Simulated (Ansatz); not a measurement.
PBE exchange is replaced step by step with exact exchange (0 % is PBE, 25 % PBE0; no dispersion term), basis def2-TZVP, Ansatz. System: (LiCl)2 ring (Li2Cl2). The state is a singlet with charge 0. Geometry: PBE0-D4/def2-TZVP.

Geometry of the singlet:

```
atom    x (Å)    y (Å)    z (Å)
 Li1   0.0153   1.1630  -0.5311
 Cl2  -1.5237  -0.3613  -0.8351
 Li3  -0.0154  -1.1629   0.5313
 Cl4   1.5238   0.3613   0.8350
```

```csv
exact exchange (%),HOMO (eV),LUMO (eV),gap (eV)
0,-6.67,-1.31,5.36
5,-6.95,-1.20,5.75
10,-7.22,-1.09,6.14
15,-7.50,-0.98,6.52
25,-8.06,-0.76,7.29
50,-9.47,-0.26,9.21
```

Problem. Fit a straight line to the column «gap (eV)» against the share of exact exchange and predict its value at 35 %.

Solution. With x = exact exchange (%) and y = gap (eV): mean x = 17.5, mean y = 6.712; Σ(x − x̄)(y − ȳ) = 126, Σ(x − x̄)² = 1638; slope b = 0.07692, intercept a = ȳ − b·x̄ = 5.366. The residuals of the fitted rows reach 0.01. At x = 35 the line gives 5.366 + (0.07692 × 35) = 8.06; the run gave 8.06, the same within rounding.
